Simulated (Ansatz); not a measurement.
C3H4OSi, SMILES `C#CC(=O)[SiH3]`. Charge 0, multiplicity 1.

| atom | x (Å) | y (Å) | z (Å) |
| --- | --- | --- | --- |
| C1 | -1.0063 | -1.0755 | 1.8864 |
| C2 | -0.1377 | -0.5203 | 1.2656 |
| C3 | 0.8068 | 0.1540 | 0.3999 |
| O4 | 1.9277 | 0.4407 | 0.7577 |
| Si5 | 0.1651 | 0.5711 | -1.3737 |
| H6 | -1.7560 | -1.5692 | 2.4604 |
| H7 | 1.2523 | 1.2606 | -2.1049 |
| H8 | -1.0351 | 1.4366 | -1.2474 |
| H9 | -0.2167 | -0.6979 | -2.0440 |

Task: List the harmonic frequencies (cm⁻¹, unscaled) at PBE0-D4/def2-TZVP in Ansatz. (Estimate.)

Result: Ansatz gave: 53, 121, 214, 290, 427, 455, 599, 679, 683, 723, 751, 884, 933, 933, 1044, 1733, 2197, 2232, 2242, 2267, 3472.

Task: Is this a minimum?

Result: Yes, all 21 modes are real.

Task: Give the ideal-gas thermochemistry at 298.15 K and 1 bar (rigid rotor, harmonic oscillator; point group Cs, symmetry number 1).

Result: Zero-point energy 137.2 kJ/mol; H(298) − E = 157.1 kJ/mol; entropy 338.2 J/(mol·K), of which translation 164.1, rotation 111.2, vibration 62.9; G(298) − E = 56.3 kJ/mol. Modes under 100 cm⁻¹ are hindered rotations or soft bends, so the harmonic entropy is rough.

Task: And at 400, 500, 600, 800 and 1000 K?

Result: 
```csv
T (K),H − E (kJ/mol),S (J/mol/K),G − E (kJ/mol)
400,168.4,370.7,20.1
500,181.0,398.8,-18.4
600,194.9,424.0,-59.5
800,225.3,467.6,-148.8
1000,258.3,504.5,-246.1
```

Task: Rotational constants (cm⁻¹)?

Result: 0.2105, 0.09638, 0.06768.
